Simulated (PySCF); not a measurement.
Vertical excitations of a molecule C₂H₇BOS from TDA-CAM-B3LYP/def2-SVPD (PySCF), as energy in eV (oscillator strength): 6.15 (0.007), 6.49 (0.013), 6.66 (0.209), 7.33 (0.025), 7.38 (0.009), 7.71 (0.085), 7.78 (0.037), 7.79 (0.011), 8.20 (0.018), 8.24 (0.003). Lowest triplet (TDA): 5.41 eV. Geometry: PBE-D3(BJ)/def2-SVP. The values are those of a single conformer.

### Question
Identify the compound among the candidates.
A. COB(C)S
B. CSB(C)O
C. COBSC

### Answer
B, CSB(C)O
